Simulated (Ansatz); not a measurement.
Geometry optimisation, Ansatz 0.2.0, RKS PBE0/STO-3G.

input.yaml

```yaml
crystal:
  periodic: [false, false, false]
  atoms:
    - { symbol: Si, position_ang: [0.0, 0.0, 0.0] }
    - { symbol: Cl, position_ang: [0.0, 0.0, 2.13] }
    - { symbol: "N", position_ang: [1.7163, 0.0, -0.6061] }
    - { symbol: H, position_ang: [2.2145, -0.918, -0.7868] }
    - { symbol: H, position_ang: [2.2175, 0.918, -0.7783] }
    - { symbol: O, position_ang: [-0.7913, 1.3709, -0.5594] }
    - { symbol: C, position_ang: [-2.1512, 1.4177, -0.9653] }
    - { symbol: H, position_ang: [-2.7687, 0.8215, -0.2614] }
    - { symbol: H, position_ang: [-2.5023, 2.4707, -0.9639] }
    - { symbol: H, position_ang: [-2.2473, 0.9975, -1.9882] }
    - { symbol: O, position_ang: [-0.7913, -1.3709, -0.5594] }
    - { symbol: C, position_ang: [-1.5365, -2.2685, 0.2501] }
    - { symbol: H, position_ang: [-1.2251, -2.1576, 1.3097] }
    - { symbol: H, position_ang: [-2.6187, -2.04, 0.1571] }
    - { symbol: H, position_ang: [-1.349, -3.3106, -0.083] }
basis:
  gaussian: { orbitals: STO-3G }
hamiltonian:
  xc: pbe0
relax:
  f_tol: 0.02
  max_steps: 40
```

Launched with:

```bash
$ ansatz run input.yaml --threads 1 --pin off --max-ram 2048MiB --backend cpu --events-out ev --progress --plain --runs-dir out
```

Task: Where does it end, and by what steps?

Result: It converged. Limits of this set-up: minimal basis. After 13 steps the energy has fallen by 0.809 eV; H10 moved furthest, 1.21 Å.

```
step  energy less start (eV)  largest force component (eV/Å)  accepted
   0                  0.0000                           2.555       yes
   1                 -0.5364                           1.508       yes
   2                 -0.6463                           0.902       yes
   3                 -0.6877                           0.481       yes
   4                 -0.7273                           0.299       yes
   5                 -0.7744                           0.141       yes
   6                 -0.7962                           0.112       yes
   7                 -0.7979                           0.208       yes
   8                 -0.8020                           0.219       yes
   9                 -0.8056                           0.078       yes
  10                 -0.8079                           0.061       yes
  11                 -0.8088                           0.044       yes
  12                 -0.8091                           0.038       yes
  13                 -0.8093                           0.018       yes
```

```xyz
15
Properties=species:S:1:pos:R:3
Si 0.081 -0.126 -0.223
Cl -0.255 0.230 1.864
N 1.706 0.033 -0.740
H 2.385 -0.653 -0.366
H 2.123 0.979 -0.691
O -0.742 1.074 -1.083
C -2.117 1.294 -0.677
H -2.239 1.387 0.421
H -2.447 2.243 -1.138
H -2.801 0.495 -1.032
O -0.293 -1.745 -0.532
C -1.554 -2.206 0.016
H -1.697 -1.924 1.080
H -2.430 -1.839 -0.557
H -1.554 -3.310 -0.047
```

Run time: 28 s on 1 thread of AMD EPYC 9R45 96-Core Processor (Zen 5), on a shared host, peak memory 0.21 GiB.
